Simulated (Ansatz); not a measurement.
Coupled-cluster run, C3H10Si2 (`C[SiH2]/C=C/[SiH3]`).

```yaml
crystal:
  periodic: [false, false, false]
  atoms:
    - {symbol: C, position_ang: [-2.613141, -0.839059, -0.448489]}
    - {symbol: Si, position_ang: [-0.943393, -0.602138, -1.258730]}
    - {symbol: C, position_ang: [0.397195, -0.337557, 0.012853]}
    - {symbol: C, position_ang: [1.131339, 0.777426, 0.100097]}
    - {symbol: Si, position_ang: [2.457997, 1.043852, 1.380357]}
    - {symbol: H, position_ang: [-2.886665, 0.039792, 0.139560]}
    - {symbol: H, position_ang: [-2.602067, -1.704451, 0.218623]}
    - {symbol: H, position_ang: [-3.388846, -1.003430, -1.200159]}
    - {symbol: H, position_ang: [-0.620200, -1.807385, -2.074935]}
    - {symbol: H, position_ang: [-0.955305, 0.588563, -2.153672]}
    - {symbol: H, position_ang: [0.589217, -1.134790, 0.734061]}
    - {symbol: H, position_ang: [0.943234, 1.575396, -0.620347]}
    - {symbol: H, position_ang: [3.777153, 1.283836, 0.733837]}
    - {symbol: H, position_ang: [2.543029, -0.163159, 2.244374]}
    - {symbol: H, position_ang: [2.148655, 2.232504, 2.221669]}
basis:
  gaussian: {orbitals: def2-TZVPP}
correlation: {method: ccsd_t}
output: {orbitals: {seedname: orbitals}}
```

```sh
$ ansatz run in.yaml --threads 4 --pin off --events-out ev --progress --plain
```

The program prints (abridged):

```
Functional definition: HF
1807 factors; integrals over basis functions are off by at most 8.7e-4 eV
mean field evaluation 1: about -18971.3635 eV, gradient 3.6e1 eV
mean field evaluation 2: about -18971.6321 eV, gradient 3.6e1 eV
mean field evaluation 4: about -18975.6945 eV, gradient 4.0e0 eV
mean field evaluation 8: about -18975.7595 eV, gradient 2.0e-1 eV
mean field -18975.75963023 eV, -697.3463041792 hartree, gradient 1.3e-6 eV, S^2 0.000000; 0 other end points of the search recorded, 0 dependent functions left out
13 core orbitals not correlated: weight in the atoms' cores, before any rotation towards them, 1.000 or more for the frozen orbitals, at most 0.000 for the correlated occupied ones
reference -18975.75963023 eV, -697.3463041792 hartree; 15, 15 occupied and 289, 289 virtual orbitals, 1807 factors
second order -20.53646951 eV of doubles, -0.00000000 eV of singles
cycle   1  -21.69435242 eV  change    -1.2e0 eV  update   1.0e-1
cycle   2  -22.34037592 eV  change   -6.5e-1 eV  update   3.2e-2
cycle   3  -22.43042962 eV  change   -9.0e-2 eV  update   1.3e-2
cycle   4  -22.42559218 eV  change    4.8e-3 eV  update   3.8e-3
cycle   5  -22.42558865 eV  change    3.5e-6 eV  update   1.4e-3
cycle   6  -22.42549730 eV  change    9.1e-5 eV  update   3.7e-4
cycle   7  -22.42546516 eV  change    3.2e-5 eV  update   1.2e-4
cycle   8  -22.42550240 eV  change   -3.7e-5 eV  update   4.0e-5
cycle   9  -22.42550215 eV  change    2.5e-7 eV  update   1.4e-5
perturbative correction -0.91639244 eV, -0.0336768011 hartree
Total energy: -18999.10152483 eV, -698.2041029838 hartree
```

Hardware: 4 threads of a server CPU on a shared host. Wall time 9.2 min, peak host memory 4.4 GiB.

MP2 recovers 88.0 % of the CCSD(T) correlation energy and the triples give 3.9 %; T1 = 0.0114.
